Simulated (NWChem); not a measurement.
System: CH₂F₂OSi; SMILES O=C[SiH](F)F

The following NWChem deck was run.

```
start job
memory heap 200 mb stack 900 mb global 1100 mb
geometry units angstroms noautoz
  O      0.225273    -2.290265     0.000000
  C     -0.484434    -1.299944     0.000000
  Si     0.326335     0.453635     0.000000
  F     -0.190464     1.271639     1.311806
  F     -0.190464     1.271639    -1.311806
  H     -1.618026    -1.393384     0.000000
  H      1.814691     0.374634     0.000000
end
basis spherical
  * library def2-svp
end
dft
  xc b3lyp
  iterations 150
  mulliken
end
task dft energy
```

NWChem printed, in part:

```
             Northwest Computational Chemistry Package (NWChem) 7.3.0
             --------------------------------------------------------

 CS  symmetry detected

                             Geometry "geometry" -> ""
                             -------------------------

 Output coordinates in angstroms (scale by  1.889725989 to convert to a.u.)

  No.       Tag          Charge          X              Y              Z
 ---- ---------------- ---------- -------------- -------------- --------------
    1 O                    8.0000     0.17943601     2.33752074     0.00000000
    2 C                    6.0000    -0.51278342     1.33489820     0.00000000
    3 Si                  14.0000     0.32863279    -0.40418330     0.00000000
    4 F                    9.0000    -0.17373219    -1.23113020     1.31180600
    5 F                    9.0000    -0.17373219    -1.23113020    -1.31180600
    6 H                    1.0000    -1.64784056     1.40843138     0.00000000
    7 H                    1.0000     1.81537329    -0.29907659     0.00000000

 Effective nuclear repulsion energy (a.u.)     225.0601406003

      Symmetry information
      --------------------

 Group name             Cs
 Group number              2
 Group order               2
 No. of unique centers     6

                                 NWChem DFT Module
                                 -----------------

 Summary of "ao basis" -> "ao basis" (spherical)
 ------------------------------------------------------------------------------
       Tag                 Description            Shells   Functions and Types
 ---------------- ------------------------------  ------  ---------------------
 O                          def2-svp                 6       14   3s2p1d
 C                          def2-svp                 6       14   3s2p1d
 Si                         def2-svp                 8       18   4s3p1d
 F                          def2-svp                 6       14   3s2p1d
 H                          def2-svp                 3        5   2s1p

      Symmetry analysis of basis
      --------------------------

        a'         55
        a"         29

            General Information
            -------------------
          SCF calculation type: DFT
          Wavefunction type:  closed shell.
          No. of atoms     :     7
          No. of electrons :    48
           Alpha electrons :    24
            Beta electrons :    24
          Charge           :     0
          Spin multiplicity:     1
          Use of symmetry is: on ; symmetry adaption is: on
          Maximum number of iterations: 150
          AO basis - number of functions:    84
                     number of shells:    38
          Convergence on energy requested:  1.00D-06
          Convergence on density requested:  1.00D-05
          Convergence on gradient requested:  5.00D-04

              XC Information
              --------------
                         B3LYP Method XC Potential
                     Hartree-Fock (Exact) Exchange  0.200
                        Slater Exchange Functional  0.800 local
                    Becke 1988 Exchange Functional  0.720 non-local
              Lee-Yang-Parr Correlation Functional  0.810
                  VWN I RPA Correlation Functional  0.190 local

             Grid Information
             ----------------
          Grid used for XC integration:  medium
          Radial quadrature: Mura-Knowles
          Angular quadrature: Lebedev.
          Tag              B.-S. Rad. Rad. Pts. Rad. Cut. Ang. Pts.
          ---              ---------- --------- --------- ---------
          O                   0.60       49           9.0       434
          C                   0.70       49           9.0       434
          Si                  1.10       88           8.0       590
          F                   0.50       49           9.0       434
          H                   0.35       45          10.0       434
          Grid pruning is: on
          Number of quadrature shells:   325
          Spatial weights used:  Erf1

      Superposition of Atomic Density Guess
      -------------------------------------

 Sum of atomic energies:        -600.63808949

      Non-variational initial energy
      ------------------------------

 Total energy =    -601.767982
 1-e energy   =   -1281.088887
 2-e energy   =     454.260764
 HOMO         =      -0.278004
 LUMO         =      -0.073598

      Symmetry analysis of molecular orbitals - initial
      -------------------------------------------------

  Numbering of irreducible representations:

     1 a'          2 a"

  Orbital symmetries:

     1 a'          2 a'          3 a"          4 a'          5 a'
     6 a'          7 a"          8 a'          9 a'         10 a'
    11 a'         12 a"         13 a'         14 a'         15 a"
    16 a'         17 a'         18 a"         19 a"         20 a'
    21 a'         22 a"         23 a'         24 a'         25 a"
    26 a'         27 a'         28 a"         29 a'         30 a'
    31 a'         32 a'         33 a'         34 a'

     ---------------------------------------------
      Total Density - Mulliken Population Analysis
     ---------------------------------------------

    Atom       Charge   Shell Charges
 -----------   ------   -------------------------------------------------------
    1 O    8     8.67   1.99  1.13  0.69  3.01  1.83  0.01
    2 C    6     5.57   1.99  0.96  0.36  1.52  0.68  0.06
    3 Si  14    12.54   2.00  1.99  0.90  0.18  5.93  0.83  0.47  0.25
    4 F    9     9.58   1.99  1.15  0.78  3.51  2.14  0.00
    5 F    9     9.58   1.99  1.15  0.78  3.51  2.14  0.00
    6 H    1     0.95   0.69  0.24  0.02
    7 H    1     1.10   0.69  0.40  0.01

   convergence    iter        energy       DeltaE   RMS-Dens  Diis-err
 ---------------- ----- ----------------- --------- --------- ---------
 d= 0,ls=0.0,diis     1   -603.3148923801 -8.28D+02  2.42D-02  1.37D+00
 d= 0,ls=0.0,diis     2   -602.8861658307  4.29D-01  1.50D-02  6.04D+00
 d= 0,ls=0.0,diis     3   -603.4734342086 -5.87D-01  3.06D-03  9.22D-02
 d= 0,ls=0.0,diis     4   -603.4777851725 -4.35D-03  1.41D-03  4.97D-02
 d= 0,ls=0.0,diis     5   -603.4822421341 -4.46D-03  2.37D-04  7.01D-04
  Resetting Diis
 d= 0,ls=0.0,diis     6   -603.4823020091 -5.99D-05  5.05D-05  2.56D-05
 d= 0,ls=0.0,diis     7   -603.4823049973 -2.99D-06  3.42D-05  2.35D-06
 d= 0,ls=0.0,diis     8   -603.4823046486  3.49D-07  1.84D-05  6.05D-06
 d= 0,ls=0.0,diis     9   -603.4823052383 -5.90D-07  3.82D-06  4.23D-07

         Total DFT energy =     -603.482305238289
      One electron energy =    -1283.004215437040
           Coulomb energy =      511.105075739791
    Exchange-Corr. energy =      -56.643306141321
 Nuclear repulsion energy =      225.060140600281

 Numeric. integr. density =       48.000005288990

                  Occupations of the irreducible representations
                  ----------------------------------------------

                     irrep           alpha         beta
                     --------     --------     --------
                     a'               17.0         17.0
                     a"                7.0          7.0

                       DFT Final Molecular Orbital Analysis
                       ------------------------------------

 Vector   22  Occ=2.000000D+00  E=-4.176496D-01  Symmetry=a"
              MO Center= -8.3D-02,  1.3D+00,  1.4D-14, r^2= 3.0D+00
   Bfn.  Coefficient  Atom+Function         Bfn.  Coefficient  Atom+Function
  ----- ------------  ---------------      ----- ------------  ---------------
     6      0.452225  1 O  pz                20      0.322314  2 C  pz
     9      0.287023  1 O  pz                51      0.193984  4 F  py
    65     -0.193984  5 F  py                23      0.182647  2 C  pz
    54     -0.137807  4 F  py                68      0.137807  5 F  py
    52      0.116242  4 F  pz                66      0.116242  5 F  pz

 Vector   23  Occ=2.000000D+00  E=-3.907527D-01  Symmetry=a'
              MO Center=  7.9D-01, -2.3D-01,  2.9D-14, r^2= 3.0D+00
   Bfn.  Coefficient  Atom+Function         Bfn.  Coefficient  Atom+Function
  ----- ------------  ---------------      ----- ------------  ---------------
    80      0.356823  7 H  s                 50      0.270217  4 F  px
    64      0.270217  5 F  px                81      0.244815  7 H  s
     4     -0.201919  1 O  px                36      0.201396  3 Si px
    53     -0.184258  4 F  px                67     -0.184258  5 F  px
    31      0.170672  3 Si s                 19      0.156588  2 C  py

 Vector   24  Occ=2.000000D+00  E=-2.706865D-01  Symmetry=a'
              MO Center= -1.4D-01,  1.6D+00,  1.2D-15, r^2= 2.2D+00
   Bfn.  Coefficient  Atom+Function         Bfn.  Coefficient  Atom+Function
  ----- ------------  ---------------      ----- ------------  ---------------
     4      0.421001  1 O  px                 5     -0.323020  1 O  py
     7      0.312100  1 O  px                75      0.264134  6 H  s
     8     -0.250469  1 O  py                31     -0.244160  3 Si s
    76      0.224780  6 H  s                 17     -0.192502  2 C  s
    37     -0.177091  3 Si py                19      0.155094  2 C  py

 Vector   25  Occ=0.000000D+00  E=-8.974042D-02  Symmetry=a"
              MO Center= -1.8D-01,  1.3D+00, -8.7D-16, r^2= 2.1D+00
   Bfn.  Coefficient  Atom+Function         Bfn.  Coefficient  Atom+Function
  ----- ------------  ---------------      ----- ------------  ---------------
    23     -0.440380  2 C  pz                20     -0.431805  2 C  pz
     6      0.422830  1 O  pz                 9      0.414156  1 O  pz
    41     -0.271343  3 Si pz                38     -0.127232  3 Si pz
    49      0.100416  4 F  s                 63     -0.100416  5 F  s
    51     -0.098236  4 F  py                65      0.098236  5 F  py

 Vector   26  Occ=0.000000D+00  E= 2.773991D-02  Symmetry=a'
              MO Center=  2.3D-01, -4.8D-01,  4.3D-15, r^2= 3.5D+00
   Bfn.  Coefficient  Atom+Function         Bfn.  Coefficient  Atom+Function
  ----- ------------  ---------------      ----- ------------  ---------------
    40      0.946229  3 Si py                22      0.468671  2 C  py
     3     -0.402430  1 O  s                 49      0.289366  4 F  s
    63      0.289366  5 F  s                 76      0.266649  6 H  s
    17     -0.263637  2 C  s                 37      0.259958  3 Si py
    39      0.237671  3 Si px                21      0.206012  2 C  px

 Vector   27  Occ=0.000000D+00  E= 4.462660D-02  Symmetry=a'
              MO Center= -4.4D-01,  3.8D-01, -4.4D-14, r^2= 5.1D+00
   Bfn.  Coefficient  Atom+Function         Bfn.  Coefficient  Atom+Function
  ----- ------------  ---------------      ----- ------------  ---------------
    32     -1.377396  3 Si s                 17      1.314901  2 C  s
    76     -1.169803  6 H  s                 81      0.830708  7 H  s
    31     -0.394905  3 Si s                 21     -0.373318  2 C  px
    22     -0.331887  2 C  py                16      0.294247  2 C  s
    30     -0.265396  3 Si s                 49      0.254809  4 F  s

     ---------------------------------------------
      Total Density - Mulliken Population Analysis
     ---------------------------------------------

    Atom       Charge   Shell Charges
 -----------   ------   -------------------------------------------------------
    1 O    8     8.20   1.99  1.11  0.69  2.80  1.58  0.02
    2 C    6     6.02   1.99  0.97  0.32  1.96  0.72  0.07
    3 Si  14    13.06   2.00  1.98  1.02  0.05  5.93  1.15  0.52  0.42
    4 F    9     9.33   1.99  1.13  0.80  3.35  2.06  0.00
    5 F    9     9.33   1.99  1.13  0.80  3.35  2.06  0.00
    6 H    1     0.96   0.74  0.20  0.02
    7 H    1     1.10   0.74  0.35  0.01

     -------------------------------------------
      Total Density - Lowdin Population Analysis
     -------------------------------------------

    Atom       Charge   Shell Charges
 -----------   ------   -------------------------------------------------------
    1 O    8     8.11   1.98  0.94  0.65  2.67  1.84  0.03
    2 C    6     6.03   1.97  0.66  0.38  1.77  1.10  0.16
    3 Si  14    13.36   2.00  1.93  0.65  0.31  5.81  1.18  0.81  0.67
    4 F    9     9.20   1.98  1.02  0.77  3.22  2.21  0.01
    5 F    9     9.20   1.98  1.02  0.77  3.22  2.21  0.01
    6 H    1     1.00   0.64  0.29  0.06
    7 H    1     1.09   0.65  0.42  0.02

     Multipole analysis of the density
     ---------------------------------

     L   x y z        total         alpha         beta         nuclear
     -   - - -        -----         -----         ----         -------
     0   0 0 0     -0.000000    -24.000000    -24.000000     48.000000

     1   1 0 0     -0.100420     -0.050210     -0.050210     -0.000000
     1   0 1 0     -0.089741     -0.044871     -0.044871      0.000000
     1   0 0 1      0.000000      0.000000      0.000000      0.000000

     2   2 0 0    -23.647943    -29.503423    -29.503423     35.358903
     2   1 1 0     -2.122742      1.840172      1.840172     -5.803087
     2   1 0 1      0.000000      0.000000      0.000000      0.000000
     2   0 2 0    -30.575925   -168.926286   -168.926286    307.276646
     2   0 1 1      0.000000      0.000000      0.000000      0.000000
     2   0 0 2    -26.626501    -68.620162    -68.620162    110.613823
```

Level: B3LYP/def2-SVP. The geometry was optimised at PBE-D3(BJ)/def2-SVP.
